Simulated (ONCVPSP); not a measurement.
## Configuration tests for titanium (ONCV)

- Element: Ti (Z = 22)
- Generator: ONCVPSP 4.0.1
- Type: optimised norm-conserving Vanderbilt (ONCV)
- Functional: Wu-Cohen
- Relativity: scalar-relativistic
- Frozen core: [Ne]
- Valence charge: 12
- Reference configuration: 3s2 3p6 3d2 (charge +2)
- Partial waves: 3s: rc 0.95 bohr, ncon 4, nbas 7, qcut 8.3 1/bohr, 1 projector; 3p: rc 1.60 bohr, ncon 3, nbas 8, qcut 10.4 1/bohr, 2 projectors, debl 0.4 Ha; 3d: rc 2.10 bohr, ncon 4, nbas 8, qcut 5.9 1/bohr, 2 projectors, debl 2.2 Ha
- Local potential: polynomial inside 0.80 bohr (lpopt 5, dvloc0 1 Ha)
- Core correction: polynomial model core, fcfact 0.7

In the p channel the program set the typed energies aside and used -2.010, 0.250 Ha.

Energies are relative to the spin-unpolarised reference configuration 3s2 3p6 3d2; without spin polarisation the order of configurations can differ from experiment.

```tsv
valence configuration	charge	ΔE all-electron (eV)	error AE − PS (meV)
3s2 3p6 3d2 4s2	0	-20.777	+166
3s2 3p6 3d1	+3	26.931	+254
3s1 3p6 3d2 4s2	+1	48.722	+253
```

What are ΔE and the potential's error for 3s2 3p6 3d2 4s1?

ΔE = -13.412 eV all-electron; the error (AE − PS) is +110 meV.
